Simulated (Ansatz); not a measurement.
Abridged output of a molecular run in Ansatz:

```
Functional definition: HF
2005 factors; integrals over basis functions are off by at most 9.8e-4 eV
mean field evaluation 1: about -10358.6202 eV, gradient 4.9e1 eV
mean field evaluation 2: about -10359.0490 eV, gradient 5.0e1 eV
mean field evaluation 4: about -10364.1545 eV, gradient 6.2e0 eV
mean field evaluation 8: about -10364.2707 eV, gradient 5.8e-1 eV
mean field evaluation 16: about -10364.2727 eV, gradient 2.5e-6 eV
mean field -10364.27270169 eV, -380.8799966307 hartree, gradient 2.5e-6 eV, S^2 0.000000; 0 other end points of the search recorded, 0 dependent functions left out
7 core orbitals not correlated: weight in the atoms' cores, before any rotation towards them, 1.000 or more for the frozen orbitals, at most 0.000 for the correlated occupied ones
reference -10364.27270169 eV, -380.8799966307 hartree; 21, 21 occupied and 301, 301 virtual orbitals, 2005 factors
second order -37.25519393 eV of doubles, -0.00000000 eV of singles
cycle   1  -37.13489021 eV  change    1.2e-1 eV  update   1.4e-1
cycle   2  -38.05688396 eV  change   -9.2e-1 eV  update   4.1e-2
cycle   3  -38.27990309 eV  change   -2.2e-1 eV  update   2.1e-2
cycle   4  -38.25749225 eV  change    2.2e-2 eV  update   5.1e-3
cycle   5  -38.25551920 eV  change    2.0e-3 eV  update   2.4e-3
cycle   6  -38.25699757 eV  change   -1.5e-3 eV  update   7.1e-4
cycle   7  -38.25661336 eV  change    3.8e-4 eV  update   2.8e-4
cycle   8  -38.25640924 eV  change    2.0e-4 eV  update   8.5e-5
cycle   9  -38.25644462 eV  change   -3.5e-5 eV  update   3.5e-5
perturbative correction -1.55970263 eV, -0.0573180146 hartree
Total energy: -10404.08884895 eV, -382.3432130540 hartree
```

Its atoms:

Z-matrix (Å, degrees):
```
C
O 1 1.410
H 1 1.094 2 111.6
H 1 1.098 2 111.0 3 121.6
H 1 1.089 2 107.0 3 -119.4
C 2 1.375 1 113.9 3 -65.0
O 6 1.428 2 111.9 1 68.8
H 6 1.096 2 111.8 1 -47.8
H 6 1.088 2 107.4 1 -171.0
C 7 1.353 6 116.6 2 89.4
C 10 1.497 7 110.5 6 -175.4
O 10 1.198 7 124.0 6 4.8
H 11 1.091 10 110.3 7 -51.4
H 11 1.092 10 109.3 7 66.4
H 11 1.087 10 109.6 7 -173.3
```

(1) Which basis set was used?
A. def2-SVP
B. def2-TZVPP
C. def2-SVPD
D. def2-QZVPP

(2) Write the keys of the input that set method, charge and spin (a neutral closed shell needs none for the last two).

Answers

(1) B. It gives 329 functions.

(2) 
```yaml
correlation: {method: ccsd_t}
```
